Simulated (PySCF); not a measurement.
**Electron correlation in C (carbon, neutral)**

[He] 2s2 2p2, high-spin 3P determinant. All numbers are calculated (PySCF 2.14, scalar relativity by spin-free X2C-1e, in aug-cc-pCVTZ-DK with one added diffuse shell each of s, p, d, f type (8s7p5d3f, 75 functions)). Frozen: nothing; 6 electrons correlated.

```json
{"level": "CCSD", "correlation energy (mhartree)": "-136.84"}
{"level": "(T)", "correlation energy (mhartree)": "-2.51"}
{"level": "CCSD(T)", "correlation energy (mhartree)": "-139.35"}
```

Diagnostics: T1 = 0.0080, D1 = 0.0191, largest double amplitude 0.055.

Cost of the coupled-cluster step: of the order of 16 core-seconds, for 6 correlated electrons.
